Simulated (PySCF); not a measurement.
Calculated NMR parameters of F[C@]12CC[C@H](C1)C2

```
Formula                               : C6H9F
SMILES                                : F[C@]12CC[C@H](C1)C2
InChI                                 : InChI=1S/C6H9F/c7-6-2-1-5(3-6)4-6/h5H,1-4H2/t5-,6-
Point group of the computed structure : Cs
Degrees of unsaturation               : 2
Carbon signals                        : 5
Proton signals                        : 5
```

Numbering as in the mapped SMILES `[F:1][C@:2]12[CH2:3][CH2:4][C@H:5]([CH2:6]1)[CH2:7]2`; H(Xn) means a hydrogen on atom n. Ha(C6), Ha(C7) are cis to C4 on the ring; Hb(C6), Hb(C7) are trans to C4 on the ring.

Method: J couplings at B3LYP/pcJ-1 (spin–dipole term only in couplings to heteroatoms), geometry from PBE0-D3(BJ)/def2-SVP, NMR shieldings at B97-2/pcSseg-1/GIAO, in PySCF 2.14 (rapidly exchanging positions averaged, one computed conformer, non-relativistic Hamiltonian, gas phase).

δ = σ(ref) − σ, references computed at the same level: ¹H, ¹³C against TMS; CFCl3 for ¹⁹F.

| carbon | δC, type | δH (multiplicity, J in Hz) | HMBC from (abs. J ≥ 3 Hz) | span of the C tensor (ppm) |
| --- | --- | --- | --- | --- |
| C2 | 93.3, C | – | H(C5), H(C3), Hb(C6)/Hb(C7), Ha(C6)/Ha(C7) | 107 |
| C3 | 29.9, CH2 | 1.62 (m) | H(C5), Hb(C6)/Hb(C7), Ha(C6)/Ha(C7) | 24 |
| C4 | 30.4, CH2 | 1.58 (m) | Hb(C6)/Hb(C7), Ha(C6)/Ha(C7) | 19 |
| C5 | 28.6, CH | 1.89 (dtt, 16.5, 4.0, 1.9) | – | 39 |
| C6/C7 | 44.3, CH2 | Ha(C6) 1.42 (m); Hb(C6) 1.52 (m) | H(C3), H(C4), Hb(C6)/Hb(C7), Ha(C6)/Ha(C7) | 26 |

Other nuclei:
```
atoms  nucleus                environment  δ (ppm)  σ (ppm)
   F1      ¹⁹F  fluorine on an sp3 carbon   -174.7    352.8
```

Selected couplings (Hz, signed; the shortest-range and largest first, 30 at most; isotopes ¹⁹F, ¹³C, ¹H): ¹J(F1,C2) -317.9, ¹J(C5,H(C5)) 164.0, ¹J(C6,Ha(C6)) 148.0, ¹J(C6,Hb(C6)) 147.0, ¹J(C3,H(C3)) 141.0, ¹J(C4,H(C4)) 140.1, ¹J(C2,C3) 40.8, ¹J(C3,C4) 33.9, ¹J(C2,C6) 32.1, ¹J(C4,C5) 31.8, ¹J(C5,C6) 27.1, ²J(F1,C3) 17.9, ²J(F1,C6) 17.0, ²J(Ha(C6),Hb(C6)) -6.7, ²J(C2,C4) 4.0, ²J(C3,C6) 3.5, ³J(F1,C5) 20.4, ³J(H(C3),H(C4)) 11.0, ³J(H(C3),H(C4)) 4.2, ³J(F1,C4) 4.1, ³J(F1,Hb(C6)) 4.1, ³J(H(C5),Hb(C6)) 4.0, ³J(H(C4),H(C5)) 1.9, ³J(F1,Ha(C6)) -1.3, ⁴J(F1,H(C5)) 16.5, ⁴J(H(C3),Hb(C6)) 2.5, ⁴J(H(C4),Hb(C7)) 2.5.

1. Carbon types of the structure: 1 × C, 1 × CH, 4 × CH2, which accounts for all hydrogens.
2. δC 93.3: fully substituted sp3 carbon bonded to F; deshielded by the electronegative neighbour.
3. δC 44.3, 30.4, 29.9: sp3 CH2 in a ring; saturated and bonded to C and H only.
4. δC 28.6: sp3 CH in a ring; a saturated carbon with 3 carbon neighbours and no heteroatom attached.
5. δH 1.89: hydrogen on an sp3 CH in a ring; far from electronegative atoms and π systems.
6. δH 1.62, 1.58, 1.52, 1.42: hydrogen on an sp3 CH2 in a ring.

Common functionals overestimate the size of one-bond C–F couplings by tens of Hz; these are unscaled. Splittings below 1 Hz are ignored in the labels, and close J values are merged. Couplings among chemically equivalent protons are left out too, so labels in AA′BB′ or AA′XX′ sets are apparent multiplicities. Unscaled 3J(H,H) at this level run about 10 % above measured values. Shifts are as computed. Against solution values, carbons near 30 ppm lie about +1 ppm off and those near 130 ppm about +2 ppm. Of 1211 compounds with measured shifts, 218 miss one by over three times the rms of a fit or turn the order of signals round; such compounds aren't used in these exercises. Unscaled 19F shifts against computed CFCl3 carry errors that often reach 10 to 50 ppm.
